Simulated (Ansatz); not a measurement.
`[CH3][Al]([F])[BH]O` + `[CH3][Al]([SiH3])[CH2]O` → `[CH3][Al]([SiH3])[BH]O` + `[CH3][Al]([F])[CH2]O`  (redistribution)

Gas-phase electronic energies from Ansatz, PBE0-D4/def2-TZVP geometries. CCSD(T)/CBS is the MP2 limit (def2-TZVPP, def2-QZVPP) plus CCSD(T) − MP2 in def2-TZVPP, frozen cores. DFT in def2-TZVPP. B3LYP here is the variant with VWN-RPA as its local correlation; programs differ in this. One conformer a species, not always the lowest.

(1) Is it downhill or uphill in electronic energy at CCSD(T)/CBS, and by how much? (Best estimate.)

(2) What do these levels give: PBE-D4, PBE0-D4, ωB97X-V, ωB97M-V, B2PLYP, B3LYP, MP2/def2-TZVPP, SCS-MP2/def2-TZVPP, MP2/def2-QZVPP, SCS-MP2/def2-QZVPP, HF/CBS(def2), CCSD/CBS(def2)? (Estimate.)

Largest T1 diagnostic among the species: 0.014.

Results:

(1) The calculation gave: Uphill: ΔE = +0.10 eV.

(2) Ansatz gave: PBE-D4 0.05, PBE0-D4 0.08, ωB97X-V 0.10, ωB97M-V 0.09, B2PLYP 0.11, B3LYP 0.12, MP2/def2-TZVPP 0.10, SCS-MP2/def2-TZVPP 0.11, MP2/def2-QZVPP 0.11, SCS-MP2/def2-QZVPP 0.12, HF/CBS(def2) 0.20, CCSD/CBS(def2) 0.12 eV.

In def2-TZVPP, CCSD(T) changes the Hartree–Fock value by −0.10 eV (the triples alone add −0.02 eV) and MP2 by −0.09 eV.
